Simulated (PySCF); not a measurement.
Dipole response of Re⁺ (rhenium, charge +1)

[Xe] 4f14 5d5 6s1, high-spin 7S determinant. Calculation: PySCF 2.14, in ANO-RCC-VTZP (8s7p5d3f2g1h, 104 functions); scalar relativity by spin-free X2C-1e. Coupled (time-dependent) response in atomic units; α is the mean over directions. The basis has no added diffuse functions, which lowers α and C₆.

| method | mean α (bohr³) | C₆ (like pair) | S(−4) |
| --- | --- | --- | --- |
| PBE0 | 28.54 | 220.9 | 351.3 |

S(−4) is the Cauchy moment in α(ω) = α(0) + S(−4) ω² + …

α(iu) at PBE0:

```csv
u (hartree),α(iu) (bohr³)
0,28.54
0.0500,27.69
0.100,25.49
0.200,19.74
0.300,14.98
0.500,9.604
0.750,6.658
1.00,5.143
1.50,3.481
2.00,2.537
3.00,1.522
5.00,0.7380
```

For an ion, C₆ is the dispersion term alone; charge-induced terms of lower order in 1/R come first.

Spin-orbit coupling, which splits the p, d and f shells strongly at this Z, is absent.
